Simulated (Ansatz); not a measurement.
Redistribution: C6H9N + AlH(CH3)(OH) → C5H7N + C2H7AlO

Species: C6H9N (2,5-dimethylpyrrole) `Cc1ccc(C)[nH]1`, singlet; AlH(CH3)(OH), singlet; C5H7N (2-methyl-1H-pyrrole) `Cc1ccc[nH]1`, singlet; C2H7AlO `C[CH2][AlH][OH]`, singlet. The partners trade CH3 for H; both sit on C, so the bond types are kept.

Shapes, held fixed at every level: PBE0-D4/def2-TZVP. Flexible molecules stand in one conformer, not always the lowest. Programs: Ansatz 0.2.0. The zero-point and thermal change to 298 K, harmonic and unscaled (PBE0-D4/def2-TZVP), is +2.7 kJ/mol.

(1) Estimate ΔH(298 K) of this reaction.

Results:

(1) The highest level, CCSD(T)/CBS estimate, gives ΔH(298 K) = +34.5 kJ/mol; the levels span +34.5 to +37.6. The column of differences is taken from that level and isn't an error. No measured value is set beside it here. The CBS estimate extrapolates MP2 from def2-TZVPP and def2-QZVPP and adds CCSD(T) − MP2 in the triple-zeta set, cores frozen.

```
                level                    kind  ΔH(298 K) (kJ/mol)  less CCSD(T)/CBS estimate
        HF/def2-TZVPP            Hartree–Fock               +34.9                       +0.4
 r2SCAN-D4/def2-TZVPP                meta-GGA               +37.6                       +3.1
  BHLYP-D4/def2-TZVPP           global hybrid               +36.2                       +1.7
r2SCAN0-D4/def2-TZVPP           global hybrid               +37.6                       +3.1
   wB97X-V/def2-TZVPP  range-separated hybrid               +35.1                       +0.6
   CCSD(T)/def2-TZVPP   coupled cluster or CI               +35.1                       +0.6
 CCSD(T)/CBS estimate   coupled cluster or CI               +34.5                        0.0
```
